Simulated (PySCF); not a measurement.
CH₇ClOSi₂. Atoms are numbered in the order given.

```xyz
12

Si    -2.5339     0.7907    -0.2912
C     -0.9340     0.1048    -1.0899
O     -0.3635    -0.9492    -0.3052
Si     0.7998    -0.7324     0.8714
Cl     2.4423     0.2712     0.0672
H     -3.1046     1.8747    -1.1667
H     -2.2212     1.3591     1.0657
H     -3.5386    -0.3156    -0.1371
H     -1.1759    -0.3115    -2.0921
H     -0.2013     0.9266    -1.2658
H      1.2016    -2.1046     1.2976
H      0.3102     0.1095     2.0128
```
Charge 0, spin multiplicity 1.

The structure is a stationary point at PBE-D3(BJ)/def2-SVP. The structure was generated by enumeration, and PubChem lists no compound with its InChIKey, so it may never have been made. The values are those of a single conformer.

The numbers are results of SMD-ωB97X/def2-SVP (PySCF), not measurements.

Solvation free energies are E(SMD) − E(gas) at the gas-phase geometry, for 1 M in both phases. In vacuum the dipole moment is 0.99 D.

Question: Estimate the solvation free energies in water, 2-propanol, acetone. (Estimate from the structure and the level; the computed values follow.)

Answer: 
```tsv
solvent	ΔG(solv) (kcal/mol)	its non-electrostatic (CDS) part	dipole (D)
water	0.5	3.7	1.17
2-propanol	-3.6	-0.9	1.16
acetone	-3.4	-1.1	1.15
```
